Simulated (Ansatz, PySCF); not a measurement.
CH₂FNO₂Si, SMILES N#CO[Si@@H](O)F. Atoms are numbered in the order given.

```xyz
8

N      2.6406     1.2891     0.3520
C      1.6187     0.7707     0.5471
O      0.4930     0.2027     0.8025
Si    -0.5379    -0.6231    -0.2703
O     -1.8556    -1.0471     0.5817
F     -0.8591     0.4391    -1.4365
H      0.1209    -1.8094    -0.8170
H     -2.3773    -0.3879     1.0562
```
Charge 0, spin multiplicity 1.

Coordinates come from a B3LYP-D3(BJ)/def2-SVP optimisation. The structure was generated by enumeration; whether it is a known compound was not checked. Other conformers were not sampled.

Two levels are set side by side: PBE-D3(BJ)/def2-SVP (Ansatz, a quantum-chemistry and plane-wave program) and B3LYP-D3(BJ)/def2-SVP (Ansatz). Each level has its own optimised geometry; the coordinates shown are those of the second. Frequencies come from the Hessian of PySCF at each geometry. Differences are taken from unrounded values.

```tsv
quantity	B3LYP-D3(BJ)
mean bond length (Å)	1.402
bond N1–C2 (Å)	1.162
bond C2–O3 (Å)	1.286
bond O3–Si4 (Å)	1.702
bond Si4–O5 (Å)	1.625
bond Si4–F6 (Å)	1.610
bond Si4–H7 (Å)	1.463
bond O5–H8 (Å)	0.965
highest harmonic wavenumber (cm⁻¹)	3875
mean harmonic wavenumber (cm⁻¹)	960
zero-point energy (kcal/mol)	24.69
```

Question: What does PBE-D3(BJ) give, and how far is it from B3LYP-D3(BJ)? (An estimate is asked for; the answer gives what the named calculation found.)

Answer: 
| quantity | PBE-D3(BJ) | PBE-D3(BJ) minus B3LYP-D3(BJ) |
|---|---|---|
| mean bond length (Å) | 1.414 | 0.012 |
| bond N1–C2 (Å) | 1.177 | 0.014 |
| bond C2–O3 (Å) | 1.293 | 0.007 |
| bond O3–Si4 (Å) | 1.718 | 0.017 |
| bond Si4–O5 (Å) | 1.638 | 0.013 |
| bond Si4–F6 (Å) | 1.621 | 0.012 |
| bond Si4–H7 (Å) | 1.477 | 0.014 |
| bond O5–H8 (Å) | 0.974 | 0.008 |
| highest harmonic wavenumber (cm⁻¹) | 3768 | -107 |
| mean harmonic wavenumber (cm⁻¹) | 929 | -30 |
| zero-point energy (kcal/mol) | 23.91 | -0.78 |

GGA bonds tend to be longer and softer than those of functionals with exact exchange. Differences between two approximate levels are no errors against the true value.
